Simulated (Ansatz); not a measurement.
Species: sum formula Si$_{2}$H$_{3}$F$_{2}$, charge -1, multiplicity 1. It need not be the lowest isomer of its formula. Whether it binds its extra electron was not tested at this geometry. 
Structure (B3LYP-D3(BJ)/def2-TZVP (Ansatz, a quantum-chemistry and plane-wave program) minimum search):
SMILES: F[SiH-][SiH2]F
```xyz
7

F      1.8335     1.2244     0.4143
Si     1.2440    -0.0973    -0.4849
Si    -1.0405     0.0524     0.2859
F     -1.9663    -1.1660    -0.3406
H      1.5295    -1.2147     0.5447
H     -1.4167     0.0226     1.7503
H     -1.7654     1.2951    -0.1727
```
Charge -1, spin multiplicity 1.

Parts of the frozen-core correlation energy in cc-pV(Q+d)Z (Ansatz, hartree). Frozen orbitals: 12; correlated occupied orbitals by spin: 13 and 13; virtual: 303 and 303. No spin-orbit coupling. No relativistic terms.

```json
[
 {"term": "reference (HF)", "value": "-778.73092"},
 {"term": "MP2 opposite-spin", "value": "-0.63638"},
 {"term": "MP2 same-spin", "value": "-0.18864"},
 {"term": "CCSD correlation", "value": "-0.85101"},
 {"term": "(T)", "value": "-0.02989"},
 {"term": "T1 diagnostic", "value": "0.013"},
 {"term": "largest doubles amplitude", "value": "0.026"}
]
```
